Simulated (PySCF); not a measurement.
SMILES BCCCl, singlet (PBE/def2-SVP optimised geometry):

```
10

B      1.369    -0.488     0.000
C     -0.196    -0.488     0.000
C     -0.894     0.864     0.000
Cl    -0.544     1.755     1.540
H      1.997     0.498    -0.343
H      1.978    -1.511     0.259
H     -0.433    -1.025    -0.959
H     -0.614    -1.155     0.786
H     -1.997     0.788    -0.068
H     -0.533     1.511    -0.824
```

Level of theory: PBE/def2-TZVP (PySCF).

Q: What are the frontier orbital energies and the dipole moment?

A: HOMO-2 -7.94 eV, HOMO-1 -7.05 eV, HOMO -6.95 eV, LUMO -2.53 eV, LUMO+1 -0.40 eV; dipole moment 2.19 D.

Meta-Löwdin charges at PBE/def2-TZVP: B1 0.01, C2 -0.31, C3 -0.15, Cl4 -0.13, H5 0.02, H6 0.02, H7 0.15, H8 0.13, H9 0.13, H10 0.13.
